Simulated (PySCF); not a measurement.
CF3, charge -1. Atoms are numbered in the order given.

```xyz
4

C      0.0000     0.0000    -0.5495
F      1.0932     0.6311     0.1221
F     -1.0932     0.6311     0.1221
F      0.0000    -1.2623     0.1221
```
Charge -1, spin multiplicity 1.

Coordinates come from a ωB97X-D3(BJ)/def2-SVPD optimisation.

Level of theory: B3LYP/pcSseg-2 in PySCF.

GIAO shieldings, no solvent; atoms alike by connectivity are averaged. δ = σ(ref) − σ: ¹³C against TMS (σ = 181.3 ppm); ¹⁹F against CFCl3 (σ = 159.6 ppm), references at their B3LYP-D3(BJ)/def2-TZVP geometries, non-relativistic.

Computed chemical shifts:
| nucleus | atoms | count | δ (ppm) |
|---|---|---|---|
| ¹³C | C1 | 1 | 198.1 |
| ¹⁹F | F2, F3, F4 | 3 | -38.5 |
